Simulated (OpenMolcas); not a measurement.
Ni2+: ligand-field states by method

Ni2+ with 6 ligands (fluoride) in octahedral coordination (Oh) at 2 Å. A charge of +0.667 e stands 2.4 Å behind each ligand. Ligand basis ANO-RCC-VDZP.
```
Ni    0.0000    0.0000    0.0000
F     2.0000    0.0000    0.0000
F     0.0000    2.0000    0.0000
F    -2.0000    0.0000    0.0000
F     0.0000   -2.0000    0.0000
F     0.0000    0.0000    2.0000
F     0.0000    0.0000   -2.0000
```

* Program: OpenMolcas 26.06
* Basis: ANO-RCC-VDZP [5s4p2d1f]
* Scalar Hamiltonian: DKH2, point nucleus
* Active space: 8 electrons in 5 orbitals (3d)
* State averaging: 2S+1 = 3 even, 10 roots; 2S+1 = 1 even, 15 roots
* Spin-orbit coupling: RASSI with atomic mean-field integrals over the reference wave functions

I. CASSCF
II. SS-CASPT2, IPEA 0.25 Eh, imaginary shift 0.1 Eh (closed shells correlated: 3s 3p and the ligand valence shells)
III. SS-CASPT2, IPEA 0.25 Eh, imaginary shift 0.2 Eh (closed shells correlated: 3s 3p and the ligand valence shells)

Spin-free states (labels of O, the rotations of Oh) in cm-1, each column counted from its own energy of the first state listed:

```json
{"State": "3A2", "Degeneracy": "1", "I": "0", "II": "0", "III": "0"}
{"State": "3T2", "Degeneracy": "3", "I": "6061", "II": "7550", "III": "7550"}
{"State": "3T1", "Degeneracy": "3", "I": "10572", "II": "12020", "III": "12020"}
{"State": "1E", "Degeneracy": "2", "I": "18494", "II": "14790", "III": "14790"}
{"State": "1T2", "Degeneracy": "3", "I": "23630", "II": "21410", "III": "21410"}
{"State": "3T1", "Degeneracy": "3", "I": "26819", "II": "25010", "III": "25030"}
{"State": "1A1", "Degeneracy": "1", "I": "28843", "II": "25420", "III": "25430"}
{"State": "1T1", "Degeneracy": "3", "I": "30746", "II": "29490", "III": "29490"}
{"State": "1E", "Degeneracy": "2", "I": "34215", "II": "34290", "III": "34290"}
{"State": "1T2", "Degeneracy": "3", "I": "34966", "II": "34680", "III": "34680"}
{"State": "1A1", "Degeneracy": "1", "I": "68787", "II": "59780", "III": "59870"}
```

From I to II, I's first state of the same spin (3T2) moves from 6061 to 7550 cm-1, by about +1500 cm-1.

From I to II, I's first state of another spin (1E) moves from 18494 to 14790 cm-1, by about -3700 cm-1.

I: A least-squares ligand-field fit to the states below 45000 cm-1, each weighted by its degeneracy and with a free common offset, gives 10Dq = 5940 cm-1, B = 1276 cm-1 and C = 4691 cm-1 (C/B = 3.68), with an rms deviation of 63 cm-1. 

χT at 300 K: I 1.51, II 1.41, III 1.41 cm3 K/mol.

Roots that are degenerate in the reference are averaged as groups; the widest CASPT2 spread within a group is 51 cm-1 (the 3-fold group of multiplicity 3 near 7550 cm-1 above the lowest state of its run, II). Shifts and gaps below about the spread of the groups concerned are not significant. Over all roots computed the reference weight is 0.70 to 0.71 in II, 0.70 to 0.71 in III; a low but even weight reflects the number of correlated electrons. Ligand-to-metal charge-transfer states are missing. Without dynamic correlation the repulsion within the d shell is too large (B by tens of per cent), so at a given field states of lower spin stand too high (holds for I). With no ligand orbital active B as a rule stays too high, so bands that hang on it stand too high and its fall with covalency is understated (holds for I). With metal d orbitals alone and no dynamic correlation the field as a rule comes out too small, by tens of per cent, by up to half for chloride and softer ligands, and the orbital part of g and χT, which goes as 1/10Dq, too large (holds for I). A single d shell leaves out the double-shell effect, which counts most for late 3d ions, where the CASPT2 field can be off either way by tens of per cent (holds for II; III). These CASPT2 states fit no ligand-field parameters well, so their order and spin gaps are uncertain (holds for II; III). For late 3d ions with one d shell CASPT2 can put B and the spin-flip bands somewhat low as well as high (holds for II; III). With one d shell and no ligand orbital active, 10Dq can be off by tens of per cent for divalent 3d ions, low with halides held by bare charges and at times high in hosts, and the orbital part of g and χT goes as 1/10Dq (holds for II; III). Free-ion shares, where given, are those of the reference states; single-state CASPT2 does not remix them (holds for II; III). No measured value stands beside these numbers; the geometry is a model, was not optimised and need not be the one that this ion takes.
